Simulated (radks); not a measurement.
Values are calculated unless marked as measured or tabulated.
Exchange energies: the exact (Fock) value of the Kohn-Sham orbitals and density-functional approximations, as 100 (|E| - |E exact|)/|E exact|, negative where the magnitude is too small. Species: Sr [Kr] 5s2; Si2+ [Ne] 3s2; Ge2+ [Ar] 3d10 4s2. Level of theory: non-relativistic Kohn-Sham, exchange-only B88, spin-polarised, spherical densities, point nucleus (a radial shooting solver on a logarithmic mesh with Libxc functionals). Every spin shell is full or empty, so the densities are truly spherical. Functionals are evaluated on that one density, not self-consistently.

functional             Sr      Si2+      Ge2+
exact (hartree)  -101.849  -19.7370  -76.8223
LDA                 -5.42     -8.32     -5.63
AM05                -5.01     -7.20     -5.13
B86b                +0.06     +0.20     +0.29
revTPSS             -0.83     -0.32     -0.58
SCAN                +0.23     +0.28     +0.38
MS2                 -0.46     +0.23     -0.22
Tao-Mo              -0.69     +0.03     -0.43
TASK                -2.44     -3.04     -2.44
